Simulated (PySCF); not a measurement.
Sb(Cl)2(OMe) (CH₃Cl₂OSb), SMILES [Cl][Sb]([O]C)[Cl].

The structure is a stationary point at B3LYP-D3(BJ)/def2-SVP. The def2 effective core potentials stand for the cores of Sb; spin–orbit coupling is left out. The values are those of a single conformer.

The numbers are results of IEF-PCM-ωB97X/def2-SVP in PySCF, not measurements.

The values are the electrostatic part of the solvation free energy, E(continuum) − E(gas) at the gas-phase geometry, in a cavity of scaled van der Waals radii (PySCF's table); cavitation and dispersion terms are not included. A continuum can't describe solvent molecules that bind to the metal. In vacuum the orbital gap is 10.95 eV. The dipole moment in vacuum is 2.04 D.

```tsv
solvent	ε	ΔG(elec) (kcal/mol)	dipole (D)	gap (eV)
water	78.36	[?]	[?]	[?]
chloroform	4.71	-4.1	2.62	11.03
benzene	2.27	-2.6	2.39	11.00
```

Problem. Fill in the missing entries. (The exact figures need the calculation; the answer reports its results.)

Solution. 
- water, ΔG(elec) (kcal/mol): -5.8
- water, dipole (D): 2.89
- water, gap (eV): 11.06
